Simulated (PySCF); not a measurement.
## `ClB(Cl)Cl`: ΔSCF against reference XPS values

The experiment to reproduce (core binding energies): B 1s of B2 199.80 eV [1]; B 1s of B2 199.98 eV [2]; Cl 2p3/2 of Cl1/Cl3/Cl4 206.84 eV [2]. Sources and the comparison follow the method.

BCl₃.
Numbering: `[Cl:1][B:2]([Cl:3])[Cl:4]`

Computed, not measured: PySCF 2.14.0, delta-SCF UKS SCAN, pcX-3 on the ionised atom, pcseg-2 elsewhere, spin-free X2C. These are vertical core ionisation energies against the vacuum level, from separate self-consistent calculations with and without the core hole.

```
       atom             environment     level  this calculation (eV)  reference (eV)  difference (eV)  source
         B2  three-coordinate boron      B 1s                 199.67          199.80            -0.13     [1]
         B2  three-coordinate boron      B 1s                 199.67          199.98            -0.31     [2]
Cl1/Cl3/Cl4    chlorine bonded to B  Cl 2p3/2                 206.91          206.84            +0.07     [2]
```

[1] measured, gas; Voora, Galhenage, Hemminger, Furche, J. Chem. Phys. 2019, 151, 134106
[2] measured, gas; Beach, A photoelectron spectroscopic study of bonding in inorganic and organometallic compounds, PhD thesis, LBL 1985

How well does this level of theory reproduce the measurements here?

Over the 3 different measured values (2 distinct lines) the mean signed difference is -0.12 eV, the mean unsigned one 0.17 eV and the largest 0.31 eV. The calculation is vertical and has no vibrational structure, and measured positions depend on the energy calibration.

What does the calculation give for the levels without a reference value here?

Cl1/Cl3/Cl4 Cl 1s 2829.57 eV.

Atoms equivalent by their bonding share one computed value, that of the first of them. The 2p values add to the ΔSCF energy of one spin-free hole a correction within the shell (spin–orbit coupling, ligand field). 2p1/2 minus 2p3/2 (ligand field included): Cl 1.66 eV. Isolated species at its PBE0-D3(BJ)/def2-TZVP geometry, gas phase.

The run took 45 s wall, 75 s CPU on 2 threads, Intel Xeon at 2.50 GHz (x86_64), on a shared host, and the process peaked at 0.71 GiB of memory.
